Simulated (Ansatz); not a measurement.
Reaction (formal hydrolysis of the Si–Cl bond): `O[SiH2][SiH](F)Cl` + H₂O → `O[SiH2][SiH](O)F` + HCl

Isolated molecules relaxed with PBE0-D4/def2-TZVP in Ansatz; ΔE leaves out vibrations. CCSD(T)/CBS adds triple-zeta CCSD(T) − MP2 to the extrapolated MP2 energy (def2 sets, frozen cores). This one scheme is used for every species. Functionals use def2-TZVPP. One conformer a species, not always the lowest.

| level | ΔE (kcal/mol) |
| --- | --- |
| PBE-D4 | 0.7 |
| ωB97X-V | -1.2 |
| B2PLYP | -1.7 |
| r2SCAN | -0.6 |
| HF/def2-TZVPP | -2.4 |
| SCS-MP2/def2-TZVPP | -1.7 |
| MP2/CBS(def2) | 0.5 |
| CCSD/CBS(def2) | -0.7 |

(1) What does CCSD(T)/CBS give? (An estimate is asked.)

Largest T1 diagnostic among the species: 0.012.

## Answers

(1) The calculation gave: -0.4 kcal/mol. The listed levels differ from it by 1.1, -0.8, -1.3, -0.2, -2.0, -1.3, 0.9, -0.3 kcal/mol.
